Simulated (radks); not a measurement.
The numbers below are computed, except where a source is named.
Isoelectronic series with 9 electrons, each ion in its NIST ground configuration. Level of theory: scalar-relativistic Kohn-Sham, LDA (Slater exchange, Perdew-Wang correlation), spin-polarised, spherical densities, finite nucleus; open shells are filled with parallel spins first (spin-orbit coupling, left out, can overturn this in heavy ions); Fermi nuclear charge, rms radius of each element as measured or else 0.836 A^(1/3) + 0.57 fm (a radial shooting solver on a logarithmic mesh with Libxc functionals). Total energies (hartree) and orbital eigenvalues (hartree):

ion    configuration  E (hartree)    2p down      2p up
F       [He] 2s2 2p5    -99.20337   -0.38351   -0.44157
Mg3+    [He] 2s2 2p5   -195.64439   -3.48517   -3.58551
P6+     [He] 2s2 2p5   -326.20233   -8.89993   -9.04236
Ar9+    [He] 2s2 2p5   -491.00260  -16.59142  -16.77594
Sc12+   [He] 2s2 2p5   -690.25720  -26.55720  -26.78391
Cr15+   [He] 2s2 2p5   -924.23502  -38.80264  -39.07168
Co18+   [He] 2s2 2p5  -1193.25754  -53.33690  -53.64842
Zn21+   [He] 2s2 2p5  -1497.69936  -70.17182  -70.52599
As24+   [He] 2s2 2p5  -1837.98963  -89.32151  -89.71853
Kr27+   [He] 2s2 2p5  -2214.61605  -110.8022  -111.2423
Mo33+   [He] 2s2 2p5  -3079.13212  -160.8316  -161.3586
Rh36+   [He] 2s2 2p5  -3568.31788  -189.4230  -189.9937
Cd39+   [He] 2s2 2p5  -4096.43898  -220.4305  -221.0454
Sb42+   [He] 2s2 2p5  -4664.33781  -253.8806  -254.5399
Xe45+   [He] 2s2 2p5  -5272.93768  -289.8019  -290.5059
La48+   [He] 2s2 2p5   -5923.2700  -328.2248  -328.9741
